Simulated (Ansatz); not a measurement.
`[SiH3]C=C=C[SiH3]` + HI → `[SiH3]C=C=CI` + SiH₄  (substitution at a C–Si bond)

Calculated with Ansatz (gas phase, PBE0-D4/def2-TZVP geometries, no zero-point term in ΔE). CCSD(T)/CBS adds triple-zeta CCSD(T) − MP2 to the extrapolated MP2 energy (def2 sets, frozen cores). This one scheme is used for every species. DFT in def2-TZVPP. B3LYP here is the variant with VWN-RPA as its local correlation; programs differ in this. Elements past krypton have def2 core potentials. For I outer-core shells are correlated without core-valence functions, which leaves a few kJ/mol of doubt a bond.

CCSD(T)/CBS gives +57.4 kJ/mol.

**Question.** Another level gave +65.9 kJ/mol. Which?
A. B3LYP-D4/def2-TZVPP
B. revPBE/def2-TZVPP
C. r2SCAN0-D4/def2-TZVPP
D. r2SCAN/def2-TZVPP

**Answer.** C. r2SCAN0-D4 65.9, revPBE 53.2, B3LYP-D4 57.7, r2SCAN 61.7 kJ/mol.

**Question.** What do rigid-rotor, harmonic-oscillator terms from PBE0-D4/def2-TZVP frequencies (298.15 K, 1 bar) make of the CCSD(T)/CBS value? (An estimate is asked.)

**Answer.** The calculation gave: ΔZPE = +1.9 kJ/mol, ΔH = +58.4 kJ/mol, ΔS = 0 J/(mol·K), ΔG = +58.4 kJ/mol.

Largest T1 diagnostic among the species: 0.013.

From PBE to PBE0 (25 % exact exchange), in def2-TZVPP and without D4, ΔE moves by +6.1 kJ/mol. Leaving LDA and LC-ωPBE aside and taking each functional with its dispersion term where it has one, the values, not all of them listed here, spread over 13.6 kJ/mol, from BLYP-D4 to r2SCAN0-D4. LDA lies +6.6 kJ/mol from PBE without D4. In def2-TZVPP, CCSD(T) changes the Hartree–Fock value by −9.9 kJ/mol (the triples alone add −2.9 kJ/mol) and MP2 by −12.1 kJ/mol.
